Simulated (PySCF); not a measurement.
Working out the ionisation energy of V²⁺

V²⁺ [Ar] 3d3 (4F) → V³⁺ [Ar] 3d2 (3F). Calculation: PySCF 2.14, in cc-pVDZ-DK (6s5p3d1f, 43 functions); the spin-free X2C one-electron Hamiltonian (Gaussian nucleus). Frozen: [Ar]. Energies in hartree (1 hartree = 27.21139 eV):

```
             part  V²⁺ (lower)  V³⁺ (upper)
              UHF  -947.428310  -946.382248
MP2 opposite-spin     0.000000     0.000000
    MP2 same-spin    -0.012568    -0.002156
```

**Question.** What does Hartree-Fock give?

**Answer.** (-946.382248) − (-947.428310) = 1.046062 hartree = 28.465 eV.

**Question.** What do MP2 and SCS-MP2 (6/5 opposite-spin, 1/3 same-spin) give?

**Answer.** The opposite-spin parts differ by 0.000 eV and the same-spin parts by 0.283 eV. MP2: 28.465 + (0.000) + (0.283) = 28.748 eV. SCS-MP2: 28.465 + 1.2 × (0.000) + (0.283)/3 = 28.559 eV.

Reference: 29.311 eV (measured; NIST Atomic Spectra Database, ionization energies), between the lowest levels; spin-orbit coupling is absent from the calculation.

A double-zeta basis recovers only part of the correlation energy.

What remains against the reference includes basis incompleteness, the frozen core and correlation beyond second order.
